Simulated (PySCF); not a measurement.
## A series of related molecules

Level of theory: PySCF, TDDFT BHandHLYP/def2-SVPD circular dichroism and optical rotation, one conformer, gas phase. Geometry: GFN2-xTB.

Each molecule in one low-energy conformer. The parent is F[C@@H]1C[SiH2][C@H](F)C1.

(1) How does the specific rotation at 589.3 nm (origin-invariant length gauge) change along this series?
- F[C@@H]1C[SiH2][C@H](F)C1 (base)
- F[C@H]1C[SiH2][C@H](F)C1 (diastereomer)

Answers

(1) 
| molecule | [α]589 (deg dm⁻¹ (g/mL)⁻¹) | S1 (eV) | R(S1), velocity form (10⁻⁴⁰ esu² cm²) |
| --- | --- | --- | --- |
| F[C@@H]1C[SiH2][C@H](F)C1 | -6.0 | 7.65 | +2.9 |
| F[C@H]1C[SiH2][C@H](F)C1 | -19.8 | 7.62 | +0.2 |

The specific rotation at 589.3 nm (origin-invariant length gauge) is lowest for F[C@H]1C[SiH2][C@H](F)C1 and highest for F[C@@H]1C[SiH2][C@H](F)C1.
